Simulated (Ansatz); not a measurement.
Breaking the B1–H3 bond in BFHI (SMILES FBI) (multiplicity 1 held, fragments rigid). Energies count from the point at 1.186 Å.
Geometry at that point (charge 0, multiplicity 1):
```
atom    x (Å)    y (Å)    z (Å)
----  -------  -------  -------
B     -0.2447  -1.3335   0.8064
F      0.7923  -1.7438   1.4967
H     -1.2601  -1.9458   0.8179
I     -0.0877   0.4586  -0.3457
```

Signs of static correlation in def2-SVP, with CASSCF(2,2), from Ansatz (an electronic-structure program) runs.

```tsv
R (Å)	T1 of restricted CCSD	⟨S²⟩ of UHF	largest double amplitude of restricted CCSD	weight of the CASSCF reference in MRCISD	CASSCF natural occupations
0.949	0.015	0.000	0.057	0.903	1.99 0.01
1.067	0.015	0.000	0.056	0.903	1.99 0.01
1.186	0.015	0.000	0.053	0.903	1.98 0.02
1.304	0.015	0.000	0.049	0.903	1.98 0.02
1.423	0.015	0.000	0.047	0.903	1.97 0.03
1.601	0.016	0.000	0.054	0.903	1.95 0.05
1.779	0.016	0.000	0.069	0.903	1.92 0.08
2.075	0.019	?	0.141	0.903	1.84 0.16
2.372	0.023	0.774	0.271	0.903	1.73 0.27
2.727	?	0.920	0.417	0.903	1.55 0.45
3.202	0.043	0.984	0.597	0.903	1.32 0.68
3.794	0.053	1.003	0.764	0.903	1.15 0.85
```

**Question.** Fill in the missing entries.

**Answer.** 
- 2.075, ⟨S²⟩ of UHF: 0.477
- 2.727, T1 of restricted CCSD: 0.031

Doubts at one or more of the structures used: a restricted determinant that unrestricted orbitals would lower (R-CCSD(T)/def2-SVP); other coupled-cluster roots lie near (R-CCSD(T)/def2-SVP); T1 above 0.05 (R-CCSD(T)/def2-SVP, U-CCSD(T)/def2-SVP); a spin-contaminated determinant (U-CCSD(T)/def2-SVP).
